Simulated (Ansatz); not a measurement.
C2H10BClOSi, SMILES `C[B-](C)(Cl)[OH+][SiH3]`, relaxed with RKS PBE-D4/def2-SVP in Ansatz from a rough embedded geometry. The force threshold is 0.03 eV/Å; the program also tests the step.

The species carries charge 0 and has multiplicity 1.

Start:

```xyz
16

C    -0.438   -1.259    0.814
B    -0.224   -0.279   -0.422
C    -1.633   -0.227   -1.150
Cl    0.973   -0.952   -1.667
O     0.128    1.125   -0.006
Si    1.674    1.219    0.816
H    -0.979   -2.143    0.563
H     0.599   -1.551    1.202
H    -0.881   -0.724    1.639
H    -2.410    0.187   -0.515
H    -1.937   -1.237   -1.529
H    -1.571    0.464   -2.091
H     0.337    1.615   -0.818
H     1.581    0.572    2.142
H     2.727    0.548    0.037
H     2.055    2.642    0.986
```

How much energy does the relaxation release, and in how many steps? (Estimate.)

Computed: 0.94 eV, in 11 steps, 1 of them rejected.

Which bonds change most? (Best estimate.)

Ansatz gave: B2–O5 from 1.506 to 1.718 Å; C3–H12 from 1.169 to 1.112 Å; C1–H7 from 1.066 to 1.110 Å; C1–H8 from 1.145 to 1.112 Å.

Give the relaxed structure. (Best estimate.)

Computed: 
```xyz
16

C    -0.259   -1.342    0.791
B    -0.321   -0.448   -0.533
C    -1.743   -0.125   -1.184
Cl    0.975   -0.926   -1.813
O     0.259    1.096   -0.049
Si    1.718    1.221    0.913
H    -0.615   -2.363    0.542
H     0.761   -1.477    1.213
H    -0.922   -0.956    1.596
H    -2.461    0.283   -0.442
H    -2.184   -1.060   -1.588
H    -1.689    0.584   -2.040
H     0.271    1.636   -0.866
H     1.285    1.067    2.332
H     2.718    0.198    0.489
H     2.208    2.612    0.638
```
